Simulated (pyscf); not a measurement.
Optimised with ωB97X-D3(BJ)/def2-SVP in PySCF.

### Question
•H₂C–CH(SiH₃)–Cl (SMILES [CH2]C([SiH3])Cl) → H₃Si–CH•–CH₂–Cl (SMILES [SiH3][CH]CCl)
Surface: doublet. Broken: C–Cl. Formed: C–Cl. Give ΔE‡ and ΔE from r²SCAN/def2-TZVP, relative to the reactant's lowest minimum found.

### Answer
ΔE‡ = 34.7 kJ/mol, ΔE = -12.3 kJ/mol. ωB97M-D3(BJ)/def2-TZVP gives 31.5 kJ/mol and -13.9 kJ/mol. Zero-point energy shifts the barrier by +2.8 kJ/mol. It is a group migration, with an imaginary mode of 92i cm⁻¹. •H₂C–CH(SiH₃)–Cl lies 261.2 kJ/mol over its isomer H₃C–Si•(CH₃)–Cl (electronic energy, ωB97M-D3(BJ)/def2-TZVP). H₃Si–CH•–CH₂–Cl lies 247.3 kJ/mol over its isomer H₃C–Si•(CH₃)–Cl (electronic energy, ωB97M-D3(BJ)/def2-TZVP). This is the saddle that the search found; another between the same sides may lie lower.
